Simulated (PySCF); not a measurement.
Molecule: CH$_{3}$Cl$_{2}$Ga (charge 0, singlet). SMILES: [Cl][Ga]([CH3])[Cl]
Geometry: optimised at B3LYP-D3(BJ)/def2-TZVP (Ansatz).

Dispersion corrections to the total energy (kcal/mol) from the dftd3 and dftd4 libraries through PySCF: D3(BJ) without and D4 with the three-body term, each with the damping fitted for the functional named.

```json
[
 {"functional": "PBE", "D3(BJ)": "-3.44", "D4": "-3.94"},
 {"functional": "HF", "D3(BJ)": "[?]", "D4": "-12.17"},
 {"functional": "HSE06", "D3(BJ)": "-2.83", "D4": "-3.23"},
 {"functional": "B3LYP", "D3(BJ)": "-6.59", "D4": "[?]"},
 {"functional": "TPSS", "D3(BJ)": "-4.57", "D4": "[?]"},
 {"functional": "BP86", "D3(BJ)": "-6.54", "D4": "-5.60"},
 {"functional": "BHLYP", "D3(BJ)": "-5.79", "D4": "-5.76"}
]
```

### Question
What belongs in the gaps?

### Answer

- HF, D3(BJ): -27.43
- B3LYP, D4: -6.43
- TPSS, D4: -5.26
